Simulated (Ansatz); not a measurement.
Isolated molecules relaxed with PBE0-D4/def2-TZVP in Ansatz; ΔE leaves out vibrations. CCSD(T)/CBS is the MP2 limit (def2-TZVPP, def2-QZVPP) plus CCSD(T) − MP2 in def2-TZVPP, frozen cores. Functionals use def2-TZVPP. Each species was taken in one conformer, which may not be the lowest.

`CCSC(C)C` + `C[CH](C)[AlH][Cl]` → `C[CH](C)[Al]([Cl])[CH](C)C` + `CCS`  (formal exchange of groups at a C–S bond)

`CCSC(C)C`:

Z-matrix (Å, degrees):
```
C
C 1 1.517
H 1 1.092 2 111.1
H 1 1.092 2 111.1 3 120.2
H 1 1.092 2 110.3 3 -119.9
S 2 1.807 1 108.8 3 -59.9
H 2 1.092 1 110.2 3 179.8
H 2 1.092 1 110.2 3 60.4
C 6 1.819 2 103.0 1 -178.8
C 9 1.519 6 112.8 2 65.1
C 9 1.519 6 112.8 2 -63.4
H 9 1.095 6 101.2 2 -179.2
H 10 1.094 9 110.3 6 173.0
H 10 1.091 9 111.2 6 52.6
H 10 1.093 9 111.2 6 -68.1
H 11 1.093 9 111.2 6 68.4
H 11 1.094 9 110.2 6 -172.8
H 11 1.091 9 111.2 6 -52.3
```

`C[CH](C)[AlH][Cl]`:

```xyz
13

C     0.757    1.203    0.339
C    -0.276    0.081    0.281
C    -1.120    0.151   -0.993
Al    0.468   -1.711    0.550
Cl    2.308   -1.922    1.553
H     1.345    1.177    1.260
H     1.463    1.140   -0.495
H     0.275    2.186    0.278
H    -0.960    0.210    1.136
H    -1.881   -0.634   -1.035
H    -0.501    0.052   -1.890
H    -1.638    1.114   -1.071
H    -0.239   -3.048    0.086
```

`C[CH](C)[Al]([Cl])[CH](C)C`:

Cartesian coordinates in Å:
```
C -0.810 -2.722 -1.171
C -0.893 -1.441 -0.347
C -1.047 -1.747 1.146
Al 0.582 -0.178 -0.646
Cl 1.971 -0.603 -2.185
C 0.834 1.459 0.411
C 1.949 2.373 -0.089
C -0.488 2.218 0.555
H 0.074 -3.310 -0.908
H -0.748 -2.521 -2.243
H -1.686 -3.360 -1.001
H -1.795 -0.893 -0.661
H -1.935 -2.363 1.334
H -0.189 -2.307 1.532
H -1.145 -0.843 1.754
H 1.114 1.100 1.415
H 1.730 2.759 -1.090
H 2.910 1.858 -0.152
H 2.076 3.239 0.570
H -0.382 3.073 1.233
H -0.828 2.619 -0.406
H -1.294 1.590 0.948
```

`CCS`:

Cartesian coordinates in Å:
```
C -0.662 0.642 0.280
C 0.686 0.004 0.016
S 0.663 -1.272 -1.272
H -1.074 1.074 -0.633
H -0.571 1.434 1.029
H -1.377 -0.094 0.655
H 1.399 0.743 -0.357
H 1.114 -0.418 0.927
H -0.178 -2.113 -0.647
```

```tsv
species	CAM-B3LYP energy (Eh)
`CCSC(C)C`	-595.92868
`C[CH](C)[AlH][Cl]`	-821.84174
`C[CH](C)[Al]([Cl])[CH](C)C`	-939.75954
`CCS`	-478.01913
```

Q: Work out ΔE.

A: ΔE = (-939.75954) + (-478.01913) − (-595.92868) − (-821.84174) = -0.00825 Eh = -0.22 eV. CCSD(T)/CBS gives -0.21 eV.

Largest T1 diagnostic among the species: 0.009.

Leaving LDA and LC-ωPBE aside and taking each functional with its dispersion term where it has one, the values, not all of them listed here, spread over 0.11 eV, from PBE-D4 to B97M-V. LDA lies +0.06 eV from PBE without D4. From BLYP to BHLYP (50 % exact exchange), in def2-TZVPP and without D4, ΔE moves by +0.04 eV.
